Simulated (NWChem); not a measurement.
System: C2H7S cation; SMILES C[SH+]C

Results from NWChem. Pople sets run with spherical d functions. Structure relaxed at the PBE-D3(BJ)/def2-SVP level. Isotropic polarisability at PBE0/6-31+G*. A Cauchy series cut after its second term is a line in ω².

| row | ω² (10⁻³ Ha²) | α (bohr³) |
|---|---|---|
| static | 0.00 | 37.93 |
| 1065 nm | 1.83 | withheld |
| 589 nm | 5.98 | 38.79 |
| 400 nm | 12.97 | 39.88 |

### Question
Fit a straight line of the last column on the one before it, predict the withheld value, and compare with the run.

### Answer

1. Means of the 3 shown rows: x = 6.317, y = 38.867. Slope Σ(x − x̄)(y − ȳ)/Σ(x − x̄)² = 12.68/84.28 = 0.1505; intercept 37.916.
2. The shown rows scatter about the line by 0.018 (root mean square); the largest residual is -0.03, at 589 nm.
3. At x = 1.83 (1065 nm; inside the shown range) the line gives 38.19.
4. The run gives 38.19, 0.00 from the line. The intercept estimates α(0), and the slope, 150 bohr³/Ha², the next Cauchy moment.
